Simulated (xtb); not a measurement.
C4H11Ge (SMILES [CH2]C(C)[CH2][GeH3]), doublet, geometry from GFN2-xTB; GFN2-xTB (xtb).

Here is a job for xtb.
```
$ xtb mol.xyz --gfn 2 --uhf 1 --hess --json

# file mol.xyz
16

C     -2.64509331    -0.82276541    -0.81047347
C     -1.42095029    -0.01714804    -0.67035448
C     -1.68742994     1.30634504     0.03801803
C     -0.36712574    -0.84309364     0.10748349
Ge     1.38766062     0.04858949     0.28047059
H     -3.42863532    -0.74836609    -0.08099224
H     -2.68584290    -1.62846416    -1.51839678
H     -0.99803285     0.18557672    -1.66427522
H     -2.44732141     1.87474809    -0.49348440
H     -2.03392437     1.12874667     1.05412618
H     -0.77504129     1.90166158     0.08030528
H     -0.75677919    -1.07860124     1.09974964
H     -0.21655203    -1.79553859    -0.40591313
H      1.42513809     1.07730803     1.36588330
H      2.46336539    -0.94465778     0.59334479
H      1.77208197     0.73269508    -0.99344755
```

### Question
Write the output that xtb gives for this input, abridged.

### Answer

```
   ID    Z sym.   atoms
    1    6 C      1-4
    2   32 Ge     5
    3    1 H      6-16

           -------------------------------------------------
          |                Calculation Setup                |
           -------------------------------------------------

           -------------------------------------------------
          |                 G F N 2 - x T B                 |
           -------------------------------------------------

          ...................................................
          :                      SETUP                      :
          :.................................................:
          :  # basis functions                  37          :
          :  # atomic orbitals                  36          :
          :  # shells                           22          :
          :  # electrons                        31          :
          :  max. iterations                   250          :
          :  Hamiltonian                  GFN2-xTB          :
          :  restarted?                      false          :
          :  GBSA solvation                  false          :
          :  PC potential                    false          :
          :  electronic temp.          300.0000000     K    :
          :  accuracy                    1.0000000          :
          :  -> integral cutoff          0.2500000E+02      :
          :  -> integral neglect         0.1000000E-07      :
          :  -> SCF convergence          0.1000000E-05 Eh   :
          :  -> wf. convergence          0.1000000E-03 e    :
          :  Broyden damping             0.4000000          :
          :  net charge                          0          :
          :  unpaired electrons                  1          :
          ...................................................

 iter      E             dE          RMSdq      gap      omega  full diag
   1    -16.1411939 -0.161412E+02  0.298E+00    4.05       0.0  T
   2    -16.1815594 -0.403655E-01  0.453E+00    5.75       1.0  T
   3    -16.2042812 -0.227218E-01  0.302E+00    5.47       1.0  T
   4    -16.2011293  0.315192E-02  0.171E+00    5.73       1.0  T
   5    -16.2094484 -0.831906E-02  0.145E-01    5.33       1.0  T
   6    -16.2094740 -0.255994E-04  0.873E-02    5.36       1.0  T
   7    -16.2094766 -0.260481E-05  0.998E-03    5.36       2.5  T
   8    -16.2094769 -0.301074E-06  0.400E-03    5.36       6.2  T
   9    -16.2094769 -0.147287E-07  0.161E-03    5.36      15.5  T
  10    -16.2094769 -0.383470E-08  0.109E-03    5.36      22.9  T
  11    -16.2094769 -0.492317E-09  0.491E-04    5.36      51.0  T
  12    -16.2094769 -0.478131E-09  0.119E-04    5.36     209.5  T

   *** convergence criteria satisfied after 12 iterations ***

         :::::::::::::::::::::::::::::::::::::::::::::::::::::
         ::                     SUMMARY                     ::
         :::::::::::::::::::::::::::::::::::::::::::::::::::::
         :: total energy             -15.999583804955 Eh    ::
         :: gradient norm              0.000047566241 Eh/a0 ::
         :: HOMO-LUMO gap              5.356726269705 eV    ::
         ::.................................................::
         :: SCC energy               -16.209455014399 Eh    ::
         :: -> isotropic ES            0.001472456810 Eh    ::
         :: -> anisotropic ES          0.003989105733 Eh    ::
         :: -> anisotropic XC          0.010451256800 Eh    ::
         :: -> dispersion             -0.009764607536 Eh    ::
         :: repulsion energy           0.209871209444 Eh    ::
         :: add. restraining           0.000000000000 Eh    ::
         :: total charge              -0.000000000000 e     ::
         :::::::::::::::::::::::::::::::::::::::::::::::::::::

           -------------------------------------------------
          |                Numerical Hessian                |
           -------------------------------------------------
step length          :   0.00500
SCC accuracy         :   0.30000
Hessian scale factor :   1.00000
frozen atoms in %    :   0.00000    0
RMS gradient         :   0.00005
estimated CPU  time      0.02 min

writing file <hessian>.

 projected vibrational frequencies (cm⁻¹)
eigval :       -0.00    -0.00    -0.00     0.00     0.00     0.00
eigval :       80.25   119.16   141.70   166.55   236.93   271.25
eigval :      364.40   422.58   460.56   481.32   519.76   647.69
eigval :      766.84   781.06   861.15   866.53   878.03   911.84
eigval :      969.10  1027.38  1106.46  1158.71  1185.38  1207.48
eigval :     1277.57  1324.91  1400.49  1406.80  1454.16  1484.75
eigval :     1496.64  1974.59  2060.52  2066.45  2869.47  2945.13
eigval :     2960.51  2993.35  3025.89  3035.26  3125.37  3166.77
           -------------------------------------------------
          |                Property Printout                |
           -------------------------------------------------

    * Orbital Energies and Occupations

         #    Occupation            Energy/Eh            Energy/eV
      -------------------------------------------------------------
         1        2.0000           -0.6312906             -17.1783
       ...           ...                  ...                  ...
         4        2.0000           -0.5709860             -15.5373
         5        2.0000           -0.5478663             -14.9082
         6        2.0000           -0.5131552             -13.9637
         7        2.0000           -0.4962827             -13.5045
         8        2.0000           -0.4820259             -13.1166
         9        2.0000           -0.4694664             -12.7748
        10        2.0000           -0.4518263             -12.2948
        11        2.0000           -0.4466925             -12.1551
        12        2.0000           -0.4357827             -11.8583
        13        2.0000           -0.4337567             -11.8031
        14        2.0000           -0.4293398             -11.6829
[...]
eigval :       -0.00    -0.00    -0.00     0.00     0.00     0.00
eigval :       80.25   119.16   141.70   166.55   236.93   271.25
eigval :      364.40   422.58   460.56   481.32   519.76   647.69
eigval :      766.84   781.06   861.15   866.53   878.03   911.84
eigval :      969.10  1027.38  1106.46  1158.71  1185.38  1207.48
eigval :     1277.57  1324.91  1400.49  1406.80  1454.16  1484.75
eigval :     1496.64  1974.59  2060.52  2066.45  2869.47  2945.13
eigval :     2960.51  2993.35  3025.89  3035.26  3125.37  3166.77
 reduced masses (amu)
   1: 12.54   2: 49.36   3: 42.83   4: 35.88   5: 12.07   6: 46.56   7: 11.50   8:  3.55
   9:  1.83  10: 18.27  11:  2.34  12: 17.27  13:  7.38  14:  7.08  15:  3.51  16:  8.20
  17:  5.94  18: 14.00  19:  5.60  20:  3.39  21:  3.87  22:  4.61  23:  2.70  24:  3.65
  25:  6.49  26:  3.18  27:  6.89  28:  6.89  29:  5.53  30:  3.29  31:  2.87  32:  5.37
  33:  3.41  34:  2.95  35:  1.85  36:  1.54  37:  1.59  38:  1.36  39:  2.09  40:  2.09
  41:  1.74  42:  1.98  43:  1.52  44:  1.75  45:  1.78  46:  1.61  47:  1.43  48:  2.14
 IR intensities (km·mol⁻¹)
   1:  0.01   2:  0.05   3:  0.01   4:  0.02   5:  0.02   6:  0.08   7:  0.38   8:  0.29
   9:  0.82  10:  0.33  11:  0.50  12:  1.22  13:  3.12  14:  1.38  15: 45.19  16: 90.35
  17: 13.62  18: 47.42  19:150.65  20:410.68  21: 87.24  22: 51.91  23: 80.99  24:  1.56
  25:  2.54  26: 19.53  27:  7.58  28:  1.54  29:  1.23  30:  9.22  31:  0.90  32:  3.43
  33:  2.86  34:  2.46  35:  0.28  36:  3.00  37:  2.89  38:141.03  39:491.01  40:475.14
  41: 45.25  42: 49.42  43: 27.15  44: 40.16  45: 34.60  46: 27.48  47: 22.01  48: 38.93
 Raman intensities (Ä⁴*amu⁻¹)
   1:  0.00   2:  0.00   3:  0.00   4:  0.00   5:  0.00   6:  0.00   7:  0.00   8:  0.00
   9:  0.00  10:  0.00  11:  0.00  12:  0.00  13:  0.00  14:  0.00  15:  0.00  16:  0.00
  17:  0.00  18:  0.00  19:  0.00  20:  0.00  21:  0.00  22:  0.00  23:  0.00  24:  0.00
  25:  0.00  26:  0.00  27:  0.00  28:  0.00  29:  0.00  30:  0.00  31:  0.00  32:  0.00
  33:  0.00  34:  0.00  35:  0.00  36:  0.00  37:  0.00  38:  0.00  39:  0.00  40:  0.00
  41:  0.00  42:  0.00  43:  0.00  44:  0.00  45:  0.00  46:  0.00  47:  0.00  48:  0.00
 output can be read by thermo (or use thermo option).
 writing <g98.out> molden fake output.
 recommended (thermochemical) frequency scaling factor: 1.0
           -------------------------------------------------
          |             Thermodynamic Functions             |
           -------------------------------------------------

c1  symmetry found (for desy threshold:  0.10E+00) used in thermo

          ...................................................
          :                      SETUP                      :
          :.................................................:
          :  # frequencies                          42      :
          :  # imaginary freq.                       0      :
          :  linear?                             false      :
          :  only rotor calc.                    false      :
          :  symmetry                               c1      :
          :  rotational number                       1      :
          :  scaling factor                  1.0000000      :
          :  rotor cutoff                   50.0000000 cm⁻¹ :
          :  imag. cutoff                  -20.0000000 cm⁻¹ :
          :.................................................:

    mode    ω/cm⁻¹     T·S(HO)/kcal·mol⁻¹    T·S(FR)/kcal·mol⁻¹   T·S(vib)
   ------------------------------------------------------------------------
       1     80.25    -1.15824 ( 86.90%)    -0.91616 ( 13.10%)    -1.12653
       2    119.16    -0.92842 ( 96.99%)    -0.79913 (  3.01%)    -0.92453
       3    141.70    -0.82911 ( 98.47%)    -0.74784 (  1.53%)    -0.82787
       4    166.55    -0.73763 ( 99.19%)    -0.69998 (  0.81%)    -0.73733
       5    236.93    -0.54437 ( 99.80%)    -0.59560 (  0.20%)    -0.54447
       6    271.25    -0.47354 ( 99.88%)    -0.55554 (  0.12%)    -0.47363
   ------------------------------------------------------------------------

   temp. (K)  partition function   enthalpy   heat capacity  entropy
                                   cal/mol     cal/K/mol   cal/K/mol   J/K/mol
 298.15  VIB   119.                 3635.613     24.728     21.571
         ROT  0.240E+06              888.752      2.981     27.597
         INT  0.286E+08             4524.365     27.709     49.168
         TR   0.146E+28             1481.254      4.968     40.522
         TOT                        6005.6191    32.6773    89.6893   375.2601

       T/K    H(0)-H(T)+PV         H(T)/Eh          T*S/Eh         G(T)/Eh
   ------------------------------------------------------------------------
    298.15    0.957056E-02    0.136466E+00    0.426143E-01    0.938519E-01
   ------------------------------------------------------------------------

         :::::::::::::::::::::::::::::::::::::::::::::::::::::
         ::                  THERMODYNAMIC                  ::
         :::::::::::::::::::::::::::::::::::::::::::::::::::::
         :: total free energy         -15.905731954128 Eh   ::
         ::.................................................::
         :: total energy              -15.999583804966 Eh   ::
         :: zero point energy           0.126895576717 Eh   ::
         :: G(RRHO) w/o ZPVE           -0.033043725880 Eh   ::
         :: G(RRHO) contrib.            0.093851850837 Eh   ::
         :::::::::::::::::::::::::::::::::::::::::::::::::::::

           -------------------------------------------------
          | TOTAL ENERGY              -15.999583804966 Eh   |
          | TOTAL ENTHALPY            -15.863117664998 Eh   |
          | TOTAL FREE ENERGY         -15.905731954128 Eh   |
          | GRADIENT NORM               0.000047577259 Eh/α |
          | HOMO-LUMO GAP               5.356729868068 eV   |
           -------------------------------------------------

normal termination of xtb
```
